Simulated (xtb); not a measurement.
HFSi, triplet, from a rough starting geometry (the spin is typed, not shown lowest); GFN2-xTB (xtb).

The xtb input:
```
$ xtb mol.xyz --gfn 2 --uhf 2 --opt vtight --json

# file mol.xyz
3

Si    -0.05676350    -0.06847789     0.69336401
H     -0.64867445    -0.84790645    -0.30018668
F      0.72082121     0.95538525    -0.41590285
```

Problem. Write the output that xtb gives for this input, abridged.

Solution. 
```
   ID    Z sym.   atoms
    1   14 Si     1
    2    1 H      2
    3    9 F      3

           -------------------------------------------------
          |                Calculation Setup                |
           -------------------------------------------------

           -------------------------------------------------
          |                 G F N 2 - x T B                 |
           -------------------------------------------------

          ...................................................
          :                      SETUP                      :
          :.................................................:
          :  # basis functions                  15          :
          :  # atomic orbitals                  14          :
          :  # shells                            6          :
          :  # electrons                        12          :
          :  max. iterations                   250          :
          :  Hamiltonian                  GFN2-xTB          :
          :  restarted?                      false          :
          :  GBSA solvation                  false          :
          :  PC potential                    false          :
          :  electronic temp.          300.0000000     K    :
          :  accuracy                    1.0000000          :
          :  -> integral cutoff          0.2500000E+02      :
          :  -> integral neglect         0.1000000E-07      :
          :  -> SCF convergence          0.1000000E-05 Eh   :
          :  -> wf. convergence          0.1000000E-03 e    :
          :  Broyden damping             0.4000000          :
          :  net charge                          0          :
          :  unpaired electrons                  2          :
          ...................................................

 iter      E             dE          RMSdq      gap      omega  full diag
   1     -6.9007479 -0.690075E+01  0.455E+00    1.85       0.0  T
   2     -6.9017954 -0.104746E-02  0.301E+00    1.90       1.0  T
   3     -6.9019763 -0.180923E-03  0.536E-01    2.03       1.0  T
   4     -6.9020251 -0.487792E-04  0.338E-01    2.03       1.0  T
   5     -6.9020266 -0.145991E-05  0.363E-02    2.03       1.6  T
   6     -6.9020268 -0.255949E-06  0.232E-02    2.03       2.5  T
   7     -6.9020269 -0.817571E-07  0.338E-03    2.03      17.1  T
   8     -6.9020269  0.315837E-09  0.910E-04    2.03      63.5  T
   9     -6.9020269 -0.480421E-09  0.245E-04    2.03     235.6  T

[...]
         :: total energy              -6.880602694464 Eh    ::
 * total energy  :    -6.8806027 Eh     change       -0.6348699E-11 Eh
 * total energy  :    -6.8837303 Eh     change       -0.3127603E-02 Eh
 * total energy  :    -6.8845377 Eh     change       -0.8074456E-03 Eh
 * total energy  :    -6.8848151 Eh     change       -0.2773810E-03 Eh
 * total energy  :    -6.8849219 Eh     change       -0.1068222E-03 Eh
 * total energy  :    -6.8849319 Eh     change       -0.9944668E-05 Eh
 * total energy  :    -6.8849329 Eh     change       -0.1020187E-05 Eh
 * total energy  :    -6.8849330 Eh     change       -0.1262378E-06 Eh
 * total energy  :    -6.8849330 Eh     change       -0.8774519E-09 Eh
   *** GEOMETRY OPTIMIZATION CONVERGED AFTER 9 ITERATIONS ***
         :: total energy              -6.884933038644 Eh    ::
[...]
         9                         -0.1288495              -3.5062
        10                         -0.0804438              -2.1890
        11                         -0.0236722              -0.6442
        12                         -0.0177822              -0.4839
        13                          0.5511463              14.9975
        14                          0.8108510              22.0644
      -------------------------------------------------------------
                  HL-Gap            0.0896352 Eh            2.4391 eV
             Fermi-level           -0.3022669 Eh           -8.2251 eV

     #   Z          covCN         q      C6AA      α(0)
     1  14 Si       1.628     0.284   191.248    29.416
     2   1 H        0.924    -0.002     3.095     2.751
     3   9 F        0.704    -0.282    12.134     4.113

 Mol. C6AA /au·bohr⁶  :        347.178284
 Mol. C8AA /au·bohr⁸  :      18344.744014
 Mol. α(0) /au        :         36.280651

Wiberg/Mayer (AO) data.
largest (>0.10) Wiberg bond orders for each atom

 ---------------------------------------------------------------------------
     #   Z sym  total        # sym  WBO       # sym  WBO       # sym  WBO
 ---------------------------------------------------------------------------
     1  14 Si   1.990 --     3 F    1.100     2 H    0.890
     2   1 H    0.966 --     1 Si   0.890
     3   9 F    1.176 --     1 Si   1.100
 ---------------------------------------------------------------------------

Topologies differ in total number of bonds
Writing topology from bond orders to xtbtopo.mol

molecular dipole:
                 x           y           z       tot (Debye)
 q only:       -0.430      -0.567       0.509
   full:       -0.448      -0.591       0.228       1.972
molecular quadrupole (traceless):
                xx          xy          yy          xz          yz          zz
 q only:       -0.188      -1.231      -0.890       0.393       0.526       1.077
  q+dip:        0.004      -1.057      -0.601       1.082       1.429       0.598
   full:       -0.137      -0.831      -0.616       1.073       1.417       0.754

optimized geometry written to: xtbopt.xyz

           -------------------------------------------------
          | TOTAL ENERGY               -6.884933038644 Eh   |
          | GRADIENT NORM               0.000008788837 Eh/α |
          | HOMO-LUMO GAP               2.439097619266 eV   |
           -------------------------------------------------

normal termination of xtb
```
